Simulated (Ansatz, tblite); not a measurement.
Removing and adding an electron: Cs2Br2 (the lowest singlet isomer of a short search). Charge 0, multiplicity 1. Geometry: PBE-D4/def2-SVP. Ansatz, gas phase; energy differences of separate SCF runs; the oxidised species was run as a doublet alone; the reduced species was run as a doublet alone.

Cartesian coordinates in Å:
```
Cs -2.385 0.177 0.166
Cs 2.388 -0.133 -0.165
Br -0.162 0.029 -2.346
Br 0.159 -0.073 2.346
```

In the def2 sets Cs takes a core potential; there is no spin–orbit coupling. The xTB rows come from tblite. HOMO above LUMO, or a gap near zero within one spin, warns that the state may not be the lowest or that an electron is smeared out. The structure comes from a short search, and lower isomers may exist.

```tsv
level	−HOMO (eV)	vertical IE (eV)	−LUMO (eV)	vertical EA (eV)	HOMO–LUMO gap (eV)	IE − EA (eV)	remarks
PBE-D4/def2-TZVP	5.06	7.58	1.20	–	3.86	–	gap within one spin near zero (+1 doublet)
PBE-D4/def2-TZVPD	5.07	–	1.20	0.34	3.87	–	HOMO above zero (-1 doublet), gap within one spin near zero (-1 doublet)
r2SCAN-D4/def2-TZVPD	5.32	–	0.55	0.18	4.77	–	HOMO above zero (-1 doublet), gap within one spin near zero (-1 doublet)
PBE0-D4/def2-TZVPD	6.23	–	0.73	0.23	5.51	–	HOMO above zero (-1 doublet)
```

Task: Estimate the rows for GFN1-xTB, GFN2-xTB, r2SCAN-D4/def2-TZVP, PBE0-D4/def2-TZVP.

Result: 
```tsv
level	−HOMO (eV)	vertical IE (eV)	−LUMO (eV)	vertical EA (eV)	HOMO–LUMO gap (eV)	IE − EA (eV)	remarks
GFN1-xTB	9.08	11.24	8.06	6.69	1.01	4.55	–
GFN2-xTB	9.41	12.13	6.37	3.72	3.04	8.41	–
r2SCAN-D4/def2-TZVP	5.31	7.78	0.57	–	4.74	–	gap within one spin near zero (+1 doublet)
PBE0-D4/def2-TZVP	6.23	7.97	0.73	–	5.49	–	–
```

   A HOMO above zero means that the electron is unbound at that level or that self-interaction error raises the level; the energy of removing that electron tells which. Raw xTB energy differences between charge states are shifted by several eV; the methods need an empirical correction for them.
